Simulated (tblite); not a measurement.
Species: C5H13Ge2N.
SMILES with atom numbers: `[CH3:1][C:2]#[C:3][GeH2:4][C@@H:5]([CH3:6])[NH:7][GeH3:8]` (hydrogens: H9, H10, H11 on C1; H12, H13 on Ge4; H14 on C5; H15, H16, H17 on C6; H18 on N7; H19, H20, H21 on Ge8)

Computed with GFN2-xTB (tblite), gas phase: L-BFGS steps from a force-field or distance-geometry start until the largest atomic force falls under 0.01 eV/Å.

Step 43: E = -653.7589 eV
```
atom  x, y, z in Å  |  force x, y, z in eV/Å
C1      4.4983    0.0706    0.4171    0.013  -0.017  -0.009
C2      3.1729   -0.3043   -0.0221   -0.007  -0.033  -0.036
C3      2.0923   -0.6478   -0.4337   -0.037  -0.017  -0.017
Ge4     0.3488   -1.0442   -1.0716    0.007  -0.007  -0.024
C5     -1.0504   -0.3094    0.1590   -0.006   0.070   0.068
C6     -0.5085    0.9039    0.9060    0.017  -0.026   0.019
N7     -2.2303    0.0149   -0.6248    0.019   0.039   0.010
Ge8    -3.8588    0.1037    0.1671   -0.091  -0.057  -0.064
H9      5.1415   -0.8083    0.4321    0.025  -0.013   0.013
H10     4.9155    0.8007   -0.2753    0.025   0.025   0.009
H11     4.4675    0.5037    1.4161   -0.033   0.004   0.003
H12     0.2139   -0.3720   -2.4113    0.006   0.021  -0.022
H13     0.2331   -2.5228   -1.3145    0.024  -0.011   0.025
H14    -1.3473   -1.0769    0.8818    0.052   0.006  -0.018
H15    -0.2401    1.6867    0.1931   -0.020  -0.021   0.068
H16    -1.2613    1.2962    1.5947    0.034   0.017  -0.046
H17     0.3844    0.6356    1.4697   -0.025   0.005   0.015
H18    -2.0205    0.7944   -1.2367   -0.017  -0.011  -0.033
H19    -4.3196   -1.3115    0.3446    0.023   0.032   0.026
H20    -3.9051    0.7723    1.5189    0.003   0.012  -0.029
H21    -4.7352    0.8314   -0.8010   -0.013  -0.019   0.041
```

Step 44: E = -653.7602 eV
```
atom  x, y, z in Å  |  force x, y, z in eV/Å
C1      4.4974    0.0701    0.4163    0.005  -0.020  -0.013
C2      3.1727   -0.3048   -0.0271    0.018  -0.032  -0.019
C3      2.0915   -0.6506   -0.4354   -0.038  -0.013  -0.026
Ge4     0.3476   -1.0461   -1.0734    0.027   0.028  -0.002
C5     -1.0478   -0.3071    0.1594   -0.040   0.074   0.050
C6     -0.5100    0.9055    0.9078    0.037  -0.006   0.031
N7     -2.2280    0.0199   -0.6221   -0.028  -0.037   0.001
Ge8    -3.8579    0.1028    0.1638   -0.087  -0.042  -0.020
H9      5.1421   -0.8073    0.4329    0.017  -0.027   0.013
H10     4.9184    0.7998   -0.2742    0.013   0.034   0.014
H11     4.4627    0.5012    1.4163   -0.032   0.010  -0.007
H12     0.2134   -0.3753   -2.4131    0.003   0.028  -0.030
H13     0.2340   -2.5231   -1.3164    0.014  -0.035   0.027
H14    -1.3458   -1.0747    0.8815    0.051   0.002  -0.016
H15    -0.2381    1.6901    0.1993   -0.028  -0.013   0.043
H16    -1.2637    1.2960    1.5958    0.009   0.022  -0.045
H17     0.3793    0.6389    1.4746    0.033  -0.019   0.043
H18    -2.0230    0.7939   -1.2394    0.021   0.038  -0.062
H19    -4.3151   -1.3118    0.3487    0.018   0.016   0.017
H20    -3.9011    0.7714    1.5166   -0.005   0.014  -0.036
H21    -4.7376    0.8281   -0.8025   -0.008  -0.020   0.037
```

Step 45: E = -653.7613 eV
```
atom  x, y, z in Å  |  force x, y, z in eV/Å
C1      4.4950    0.0676    0.4162   -0.007  -0.018  -0.015
C2      3.1697   -0.3077   -0.0282    0.033  -0.033  -0.014
C3      2.0877   -0.6550   -0.4334   -0.005  -0.001  -0.024
Ge4     0.3448   -1.0483   -1.0744    0.020   0.051   0.009
C5     -1.0476   -0.2991    0.1587   -0.057   0.060   0.007
C6     -0.5042    0.9081    0.9083    0.043   0.015   0.062
N7     -2.2263    0.0375   -0.6211   -0.055   0.032  -0.082
Ge8    -3.8612    0.0970    0.1591   -0.052  -0.038   0.009
H9      5.1413   -0.8090    0.4337    0.005  -0.028   0.011
H10     4.9176    0.7972   -0.2742   -0.002   0.027   0.025
H11     4.4591    0.4982    1.4168   -0.031   0.008  -0.024
H12     0.2160   -0.3827   -2.4172    0.002   0.027  -0.029
H13     0.2323   -2.5258   -1.3115    0.006  -0.043   0.027
H14    -1.3498   -1.0675    0.8781    0.047   0.006  -0.013
H15    -0.2339    1.6950    0.2031   -0.023   0.004   0.016
H16    -1.2528    1.2981    1.6015   -0.006   0.022  -0.041
H17     0.3869    0.6397    1.4699    0.055  -0.036   0.057
H18    -2.0245    0.8206   -1.2334    0.011  -0.068   0.029
H19    -4.2950   -1.3256    0.3519    0.022   0.039   0.004
H20    -3.9114    0.7689    1.5123   -0.012   0.004  -0.054
H21    -4.7526    0.8098   -0.8069    0.005  -0.030   0.039
```

Problem. Estimate the geometry and energy of step 46. (The exact step hangs on the optimiser's Hessian estimate; all steps are aligned on step 45, rigid shifts and turns removed.)

Solution. E = -653.7625 eV, largest force 0.100 eV/Å
```
atom  x, y, z in Å  |  force x, y, z in eV/Å
C1      4.4943    0.0665    0.4155   -0.006  -0.015  -0.013
C2      3.1698   -0.3097   -0.0315    0.039  -0.028  -0.006
C3      2.0866   -0.6569   -0.4340    0.018   0.006  -0.023
Ge4     0.3442   -1.0486   -1.0751    0.000   0.053   0.012
C5     -1.0475   -0.2948    0.1591   -0.048   0.019  -0.033
C6     -0.5028    0.9094    0.9105    0.035   0.024   0.049
N7     -2.2262    0.0424   -0.6208   -0.064   0.000  -0.055
Ge8    -3.8629    0.0948    0.1568   -0.003  -0.007   0.034
H9      5.1414   -0.8098    0.4343   -0.001  -0.021   0.012
H10     4.9189    0.7973   -0.2729   -0.011   0.017   0.027
H11     4.4553    0.4971    1.4165   -0.030   0.001  -0.033
H12     0.2161   -0.3852   -2.4192    0.002   0.027  -0.028
H13     0.2326   -2.5271   -1.3112    0.002  -0.033   0.031
H14    -1.3490   -1.0648    0.8766    0.036   0.002  -0.002
H15    -0.2329    1.6974    0.2076   -0.009   0.020  -0.004
H16    -1.2523    1.2986    1.6015   -0.024   0.033  -0.009
H17     0.3873    0.6407    1.4725    0.064  -0.044   0.063
H18    -2.0255    0.8243   -1.2335    0.020  -0.039   0.012
H19    -4.2888   -1.3265    0.3543    0.009   0.000   0.003
H20    -3.9116    0.7681    1.5094   -0.018   0.006  -0.054
H21    -4.7561    0.8038   -0.8072   -0.010  -0.019   0.019
```

The energy changes by -0.0012 eV. The first-order estimate −F·Δx gives -0.0015 eV and the mean of the old and new forces, exact on a quadratic surface, -0.0012 eV. The step makes an angle of 69° with the force vector and moves no atom by more than 0.007 Å.

What follows is the cost of the whole relaxation. The run took 1.4 s of wall time on an Arm Neoverse V2 with one thread (shared host).
